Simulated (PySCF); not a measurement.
## Working out the ionisation energy of Ni(2+)

Ni(2+) [Ar] 3d8 (3F) → Ni(3+) [Ar] 3d7 (4F). All numbers are calculated (PySCF 2.14, the spin-free X2C one-electron Hamiltonian (Gaussian nucleus), in x2c-TZVPall (6s5p4d1f, 48 functions)). Frozen: [Ar]. Energies in hartree (1 hartree = 27.21139 eV):

```
             part  Ni(2+) (lower)  Ni(3+) (upper)
              UHF    -1518.233252    -1517.034846
MP2 opposite-spin       -0.125862       -0.074845
    MP2 same-spin       -0.077610       -0.057864
```

**Question.** What does Hartree-Fock give?

**Answer.** (-1517.034846) − (-1518.233252) = 1.198406 hartree = 32.610 eV.

**Question.** What do MP2 and SCS-MP2 (6/5 opposite-spin, 1/3 same-spin) give?

**Answer.** The opposite-spin parts differ by 1.388 eV and the same-spin parts by 0.537 eV. MP2: 32.610 + (1.388) + (0.537) = 34.535 eV. SCS-MP2: 32.610 + 1.2 × (1.388) + (0.537)/3 = 34.455 eV.

Reference: 35.187 ± 0.019 eV (measured; NIST Atomic Spectra Database, ionization energies), between the lowest levels; spin-orbit coupling is absent from the calculation.

What remains against the reference includes basis incompleteness, the frozen core and correlation beyond second order.
